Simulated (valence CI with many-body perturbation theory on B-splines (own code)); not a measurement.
## Energy levels of Rb30+

Computed by relativistic CI+MBPT: five valence electrons over a frozen Dirac-Fock core [He], a basis of 11 s, 11 p, 10 d, 8 f, 5 g, 2 h functions for each j, with the one-electron correlation potential Σ1, the two-electron term Σ2, the three-electron term Σ3, Breit, model QED; selected CI, second order for the rest, scaled by the run's own slope (own B-spline code, finite nucleus).

The last digits are not significant, and no measured levels were compared; by estimate large intervals hold to a few tenths of a per cent, small ones and those within an open d or f shell to about a per cent. Among the levels kept, up to 5300 cm⁻¹ of a level comes from second order outside the variational space, and about a tenth of that is noise between levels of different J, which matters for small intervals.

Levels 136 to 180 of 208, with energies above the lowest level, (2s^2 2p1/2^2 2p3/2) J=3/2. "Leading %" is the weight of the configuration and term that name the level; weights of strongly mixed levels are sums over their largest components and can fall short, so below about 35 % the name and the second component can differ from the true leading terms, or belong to a minority configuration. In the jj column 3d3/2^4 stands for four electrons in 3d with j = 3/2.

| No. | Configuration | Term | J | E (× 10³ cm⁻¹) | Leading % | g | Second component | Leading jj |
| --- | --- | --- | --- | --- | --- | --- | --- | --- |
| 136 | 2s 2p3 3d | 4F° | 7/2 | 18804 | 48 | 1.303 | 21 % 2s 2p3 3d 4D° | 2s 2p1/2 2p3/2^2 3d5/2 (56 %) |
| 137 | 2s 2p3 3p | 2P | 1/2 | 18811 | 58 | 0.745 | 19 % 2s 2p3 3p 4D | 2s 2p1/2 2p3/2^2 3p3/2 (80 %) |
| 138 | 2s 2p3 3d | 4P° | 1/2 | 18812 | 30 | 1.841 | 23 % 2s 2p3 3d 4D° | 2s 2p1/2 2p3/2^2 3d3/2 (72 %) |
| 139 | 2s 2p3 3d | 4G° | 9/2 | 18819 | 50 | 1.268 | 19 % 2s 2p3 3d 6D° | 2s 2p1/2 2p3/2^2 3d5/2 (76 %) |
| 140 | 2s 2p3 3p | 2D | 3/2 | 18832 | 40 | 1.256 | 31 % 2s 2p3 3p 4P | 2s 2p1/2 2p3/2^2 3p3/2 (85 %) |
| 141 | 2s 2p3 3s | 2D° | 3/2 | 18847 | 41 | 1.154 | 36 % 2s 2p3 3s 2P° | 2s 2p3/2^3 3s (80 %) |
| 142 | 2s 2p3 3p | 2F | 7/2 | 18860 | 55 | 1.248 | 22 % 2s 2p3 3p 4D | 2s 2p1/2 2p3/2^2 3p3/2 (76 %) |
| 143 | 2s 2p3 3d | 2G° | 7/2 | 18861 | 39 | 1.090 | 19 % 2s 2p3 3d 4G° | 2s 2p1/2 2p3/2^2 3d3/2 (60 %) |
| 144 | 2s 2p3 3p | 4P | 3/2 | 18866 | 33 | 1.325 | 15 % 2s 2p3 3p 2P | 2s 2p1/2 2p3/2^2 3p1/2 (72 %) |
| 145 | 2s 2p3 3p | 4P | 1/2 | 18873 | 37 | 1.623 | 22 % 2s 2p3 3p 2P | 2s 2p1/2 2p3/2^2 3p1/2 (79 %) |
| 146 | 2s 2p3 3p | 2D | 5/2 | 18912 | 31 | 1.243 | 21 % 2s 2p3 3p 4P | 2s 2p1/2 2p3/2^2 3p3/2 (75 %) |
| 147 | 2s 2p3 3p | 2P | 1/2 | 18924 | 40 | 1.592 | 19 % 2s 2p3 3p 2S | 2s 2p1/2 2p3/2^2 3p3/2 (85 %) |
| 148 | 2s 2p3 3d | 4F° | 9/2 | 18927 | 79 | 1.291 | 16 % 2s 2p3 3d 4G° | 2s 2p1/2 2p3/2^2 3d5/2 (52 %) |
| 149 | 2s 2p3 3d | 4P° | 5/2 | 18938 | 25 | 1.234 | 21 % 2s 2p3 3d 4D° | 2s 2p1/2 2p3/2^2 3d5/2 (68 %) |
| 150 | 2s 2p3 3d | 2P° | 1/2 | 18940 | 36 | 1.276 | 24 % 2s 2p3 3d 4P° | 2s 2p1/2 2p3/2^2 3d5/2 (73 %) |
| 151 | 2s 2p3 3p | 2D | 3/2 | 18942 | 46 | 1.112 | 25 % 2s 2p3 3p 2P | 2s 2p1/2 2p3/2^2 3p3/2 (76 %) |
| 152 | 2s 2p3 3p | 4P | 5/2 | 18949 | 39 | 1.381 | 31 % 2s 2p3 3p 2D | 2s 2p1/2 2p3/2^2 3p3/2 (84 %) |
| 153 | 2s 2p3 3d | 4G° | 11/2 | 18952 | 100 | 1.267 |  | 2s 2p1/2 2p3/2^2 3d5/2 (100 %) |
| 154 | 2s 2p3 3d | 4D° | 7/2 | 18964 | 64 | 1.343 | 28 % 2s 2p3 3d 4F° | 2s 2p1/2 2p3/2^2 3d3/2 (66 %) |
| 155 | 2s 2p3 3d | 2D° | 3/2 | 18967 | 27 | 1.283 | 18 % 2s 2p3 3d 4S° | 2s 2p1/2 2p3/2^2 3d5/2 (75 %) |
| 156 | 2s 2p3 3d | 2G° | 9/2 | 18984 | 73 | 1.147 | 14 % 2s 2p3 3d 4F° | 2s 2p1/2 2p3/2^2 3d3/2 (50 %) |
| 157 | 2s 2p3 3d | 4D° | 5/2 | 18990 | 56 | 1.394 | 28 % 2s 2p3 3d 4P° | 2s 2p1/2 2p3/2^2 3d3/2 (86 %) |
| 158 | 2s 2p3 3d | 4P° | 3/2 | 19012 | 47 | 1.614 | 21 % 2s 2p3 3d 4S° | 2s 2p1/2 2p3/2^2 3d3/2 (96 %) |
| 159 | 2s 2p3 3p | 2P | 1/2 | 19022 | 57 | 1.387 | 12 % 2s 2p3 3p 4P | 2s 2p1/2 2p3/2^2 3p3/2 (74 %) |
| 160 | 2s 2p3 3p | 2P | 3/2 | 19026 | 36 | 1.296 | 17 % 2s 2p3 3p 4P | 2s 2p1/2 2p3/2^2 3p3/2 (74 %) |
| 161 | 2s 2p3 3d | 2S° | 1/2 | 19034 | 36 | 1.516 | 25 % 2s 2p3 3d 2P° | 2s 2p1/2 2p3/2^2 3d5/2 (89 %) |
| 162 | 2s 2p3 3s | 2P° | 3/2 | 19080 | 47 | 1.443 | 22 % 2s 2p3 3s 4S° | 2s 2p3/2^3 3s (73 %) |
| 163 | 2s 2p3 3s | 2P° | 1/2 | 19087 | 55 | 1.066 | 28 % 2s 2p3 3s 2S° | 2s 2p3/2^3 3s (83 %) |
| 164 | 2s 2p3 3d | 2P° | 3/2 | 19088 | 32 | 1.357 | 18 % 2s 2p3 3d 4S° | 2s 2p1/2 2p3/2^2 3d5/2 (77 %) |
| 165 | 2s 2p3 3d | 2F° | 7/2 | 19098 | 68 | 1.135 | 11 % 2s 2p3 3d 2G° | 2s 2p1/2 2p3/2^2 3d5/2 (65 %) |
| 166 | 2s 2p3 3d | 2D° | 5/2 | 19108 | 49 | 1.136 | 24 % 2s 2p3 3d 2F° | 2s 2p1/2 2p3/2^2 3d5/2 (78 %) |
| 167 | 2s 2p3 3d | 4F° | 3/2 | 19130 | 66 | 0.593 | 17 % 2s 2p3 3d 2D° | 2s 2p1/2 2p3/2^2 3d3/2 (93 %) |
| 168 | 2s 2p3 3d | 4F° | 5/2 | 19161 | 43 | 1.119 | 19 % 2s 2p3 3d 4D° | 2s 2p1/2 2p3/2^2 3d5/2 (60 %) |
| 169 | 2s 2p3 3d | 4D° | 1/2 | 19185 | 57 | 0.548 | 24 % 2s 2p3 3d 2P° | 2s 2p1/2 2p3/2^2 3d3/2 (86 %) |
| 170 | 2s 2p3 3p | 2P | 3/2 | 19188 | 37 | 1.386 | 19 % 2s 2p3 3p 4P | 2s 2p3/2^3 3p1/2 (72 %) |
| 171 | 2s 2p3 3d | 4F° | 7/2 | 19196 | 33 | 1.184 | 26 % 2s 2p3 3d 4D° | 2s 2p1/2 2p3/2^2 3d5/2 (71 %) |
| 172 | 2s 2p3 3p | 2D | 5/2 | 19199 | 48 | 1.115 | 30 % 2s 2p3 3p 2F | 2s 2p3/2^3 3p1/2 (75 %) |
| 173 | 2s 2p3 3d | 4D° | 5/2 | 19204 | 29 | 1.193 | 22 % 2s 2p3 3d 2F° | 2s 2p1/2 2p3/2^2 3d5/2 (50 %) |
| 174 | 2s 2p3 3d | 4D° | 3/2 | 19213 | 45 | 1.032 | 14 % 2s 2p3 3d 4F° | 2s 2p1/2 2p3/2^2 3d3/2 (79 %) |
| 175 | 2s 2p3 3d | 2D° | 3/2 | 19238 | 48 | 1.043 | 14 % 2s 2p3 3d 4P° | 2s 2p1/2 2p3/2^2 3d5/2 (65 %) |
| 176 | 2s 2p3 3d | 2D° | 5/2 | 19245 | 29 | 1.187 | 22 % 2s 2p3 3d 2F° | 2s 2p1/2 2p3/2^2 3d5/2 (73 %) |
| 177 | 2s 2p3 3d | 2F° | 7/2 | 19247 | 45 | 1.138 | 22 % 2s 2p3 3d 2G° | 2s 2p1/2 2p3/2^2 3d3/2 (53 %) |
| 178 | 2s 2p3 3p | 2F | 7/2 | 19262 | 51 | 1.277 | 39 % 2s 2p3 3p 4D | 2s 2p3/2^3 3p3/2 (77 %) |
| 179 | 2s 2p3 3d | 2G° | 9/2 | 19267 | 56 | 1.189 | 22 % 2s 2p3 3d 4F° | 2s 2p1/2 2p3/2^2 3d5/2 (75 %) |
| 180 | 2s 2p3 3p | 2P | 3/2 | 19288 | 43 | 1.203 | 28 % 2s 2p3 3p 2D | 2s 2p3/2^3 3p3/2 (72 %) |

Where two levels of one J and parity lie close, their mixing, g and order are uncertain.
